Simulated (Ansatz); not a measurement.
One change: `[OH][Al]([F])[Cl]` becomes `C[O][Al]([OH])[F]`.

Ansatz, PBE0-D4/def2-TZVP geometries, multiplicity 1. Each molecule was computed in one conformer, which needn't be the lowest.

| property | `[OH][Al]([F])[Cl]` |
| --- | --- |
| HOMO energy (ωB97M-V/def2-TZVPP) / eV | -11.87 |
| ideal-gas entropy at 298 K and 1 bar (rigid rotor, harmonic PBE0-D4/def2-TZVP) / J/(mol·K) | 311 |
| LUMO energy (B3LYP/def2-TZVPP) / eV | -1.36 |
| HOMO–LUMO gap (PBE/def2-TZVPP) / eV | 6.16 |
| zero-point energy (PBE0-D4/def2-TZVP) / kJ/mol | 47.3 |
| HOMO energy (PBE/def2-TZVPP) / eV | -8.05 |

Task: Give the same properties after the change, and the shifts. (Estimate.)

Result: The calculation gave: 
```
                                                                                  property  `C[O][Al]([OH])[F]`  shift
                                                     HOMO energy (ωB97M-V/def2-TZVPP) / eV               -10.77   1.10
ideal-gas entropy at 298 K and 1 bar (rigid rotor, harmonic PBE0-D4/def2-TZVP) / J/(mol·K)                  354     43
                                                       LUMO energy (B3LYP/def2-TZVPP) / eV                -0.98   0.38
                                                       HOMO–LUMO gap (PBE/def2-TZVPP) / eV                 5.26  -0.90
                                            zero-point energy (PBE0-D4/def2-TZVP) / kJ/mol                154.1  106.8
                                                         HOMO energy (PBE/def2-TZVPP) / eV                -6.78   1.27
```

With PBE0 the HOMO rises by 1.22 eV and the LUMO rises by 0.38 eV, so the gap narrows by about 0.84 eV. PBE moves the HOMO by 1.27 eV and ωB97M-V by 1.10 eV. The zero-point energy changes by 106.8 kJ/mol with +12 modes.

B3LYP here is the variant with VWN-RPA as its local correlation; programs differ in this.
